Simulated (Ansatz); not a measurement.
Wavefunction ladder for CH₃InO₂

```xyz
7

O     0.772    0.457   -0.466
In    0.418   -2.001   -1.361
C    -0.397    0.179    0.355
O    -0.830   -1.049    0.026
H     1.274    1.196   -0.113
H    -1.147    0.961    0.144
H    -0.090    0.258    1.414
```

Total charge 0; spin multiplicity 1. Correlated methods include outer-core shells of In, which these sets cover unevenly. In takes the def2 core potential. The bonds changed during the relaxation, so this is another structure than the one it started from. Geometry: relaxed with PBE0-D4/def2-TZVP. It is one conformer, not always the lowest. Frozen core, restricted reference, Ansatz 0.2.0.

```
     basis     HF (Eh)  MP2 corr.  CCSD corr.       (T)  CCSD(T) total
  def2-SVP  -378.42983   -0.57684    -0.60642  -0.01664     -379.05289
def2-TZVPP  -378.66587   -0.92013    -0.92305  -0.03374     -379.62266
def2-QZVPP  -378.67603   -1.15934           –         –              –
```
